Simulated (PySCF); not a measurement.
C2H5ClOSi, SMILES C(=C)O[SiH2]Cl.

Geometry optimised at PBE-D3(BJ)/def2-SVP. The geometry has at least one imaginary mode, so it is a saddle point at that level. This is a generated structure with no PubChem entry under its InChIKey; it may be hypothetical. One conformer was computed; it need not be the lowest.

Calculation: PySCF with PBE-D3(BJ)/def2-SVP.

Frequencies are harmonic and unscaled.

```
mode  ν (cm⁻¹)  IR (km/mol)    moving atoms (share of kinetic energy)
----  --------  -----------  ----------------------------------------
1          72i          1.0            H 48 %, C 28 %, O 11 %, Si 9 %
2           56          1.2                    O 57 %, C 22 %, H 17 %
3           96          0.3  Cl 23 %, C 23 %, O 23 %, Si 16 %, H 15 %
4          234          3.7           Cl 30 %, O 29 %, C 25 %, Si 8 %
5          422          6.4                   C 45 %, H 31 %, Si 21 %
6          564         64.5                          Si 48 %, Cl 41 %
7          603         36.8                           H 82 %, Si 14 %
8          672         26.3                                    H 90 %
9          692          0.8                     H 67 %, C 24 %, O 9 %
10         744         28.1           O 34 %, H 29 %, Si 22 %, C 14 %
11         817         45.9                            H 68 %, C 32 %
12         876        367.9                           H 86 %, Si 13 %
13         929         17.7                            H 90 %, C 10 %
14         937        119.5                                    H 95 %
15        1005        120.6                    H 38 %, O 32 %, C 24 %
16        1182        354.1                    C 41 %, O 38 %, H 20 %
17        1299         22.2                             H 87 %, C 9 %
18        1359         20.9                            H 80 %, C 19 %
19        1673        206.6                            C 86 %, H 12 %
20        2181         77.4                                    H 98 %
21        2190        128.9                                    H 95 %
22        3044         22.7                             H 92 %, C 8 %
23        3103          0.5                                    H 94 %
24        3212          1.4                            H 89 %, C 11 %
```
